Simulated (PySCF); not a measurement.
## Dipole response of Hf(3+) (hafnium, charge +3)

[Xe] 4f14 5d1, 2D determinant. All numbers are calculated (PySCF 2.14, the spin-free X2C one-electron Hamiltonian (Gaussian nucleus), in ANO-RCC-VTZP). Coupled (time-dependent) response in atomic units; α is the mean over directions. The basis has no added diffuse functions, which lowers α and C₆.

```
method  mean α (bohr³)         α xx, yy, zz  C₆ (like pair)  S(−4)
   UHF           5.737  6.626, 6.626, 3.957           27.19  17.45
```

S(−4) is the Cauchy moment in α(ω) = α(0) + S(−4) ω² + …

Spin-orbit coupling is absent.

α(iu) at UHF:

| u (hartree) | α(iu) (bohr³) |
| --- | --- |
| 0 | 5.737 |
| 0.0500 | 5.694 |
| 0.100 | 5.576 |
| 0.200 | 5.211 |
| 0.300 | 4.817 |
| 0.500 | 4.165 |
| 0.750 | 3.545 |
| 1.00 | 3.038 |
| 1.50 | 2.255 |
| 2.00 | 1.716 |
| 3.00 | 1.086 |
| 5.00 | 0.5648 |

A single London oscillator, α(iu) = α/(1 + u²/ω²), gives C₆ = (3/4) ω α². Matching the computed C₆ needs ω = 4 × 27.19 / (3 × 5.737²) = 1.10 hartree.

For an ion, C₆ is the dispersion term alone; charge-induced terms of lower order in 1/R come first.

The components differ because the open shell of this determinant is not spherical; for a pure term their mean is the scalar polarisability.

Spin-orbit coupling, absent here, splits the open shell strongly.
